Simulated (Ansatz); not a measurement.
`[F][Cd][SH]` + HBr → `[F][Cd][Br]` + H₂S at 500 K and 1 bar (ligand exchange at a Cd–S bond).

Isolated molecules relaxed with PBE0-D4/def2-TZVP in Ansatz; ΔE leaves out vibrations. CCSD(T)/CBS is the MP2 limit (def2-TZVPP, def2-QZVPP) plus CCSD(T) − MP2 in def2-TZVPP, frozen cores. This one scheme is used for every species. def2 core potentials past Kr. For Br, Cd outer-core shells are correlated without core-valence functions, which leaves a few kJ/mol of doubt a bond. Scalar relativity is left out up to krypton. One conformer a species, not always the lowest.

| species | CCSD(T)/CBS energy (Eh) | H − E (kJ/mol) | S (J/(mol·K)) |
| --- | --- | --- | --- |
| `[F][Cd][SH]` | -665.92675 | 56.2 | 339.1 |
| HBr | -2573.91920 | 30.5 | 213.7 |
| `[F][Cd][Br]` | -2840.89161 | 32.4 | 322.6 |
| H₂S | -398.97279 | 57.0 | 224.0 |

H − E and S are ideal-gas, rigid-rotor, harmonic terms from PBE0-D4/def2-TZVP, for one conformer and one mirror image of each species. 1 Eh = 2625.50 kJ/mol, R = 8.31446 J/(mol·K).

Q: By hand: ΔE, ΔH, ΔS and ΔG.

A: ΔE = (-2840.89161) + (-398.97279) − (-665.92675) − (-2573.91920) = -0.01845 Eh = -48.4 kJ/mol. Δ(H − E) = 32.4 + 57.0 − 56.2 − 30.5 = 2.7, so ΔH = -45.7 kJ/mol. ΔS = 322.6 + 224.0 − 339.1 − 213.7 = -6.2 J/(mol·K). ΔG = -45.7 − 500 × (-6.2)/1000 = -42.6 kJ/mol.

Q: By hand: the equilibrium constant, and the temperature at which ΔG would vanish if ΔH and ΔS stayed fixed.

A: log₁₀ K = −ΔG/(RT ln 10) = 4.5. ΔG = 0 at ΔH/ΔS = 7371 K, far beyond where these terms or the molecules hold.

The number of gas molecules stays the same, so ΔS is small and ΔH decides. A doubt of 5 kJ/mol in ΔE shifts log₁₀ K by 0.5 here. Other conformers and mirror images would add mixing entropy, several J/(mol·K) or more a flexible species. These are equilibria of isolated gas molecules and say nothing of rates. Largest T1 diagnostic: 0.016 (customary marks: 0.02 for closed shells, 0.045 for open ones).
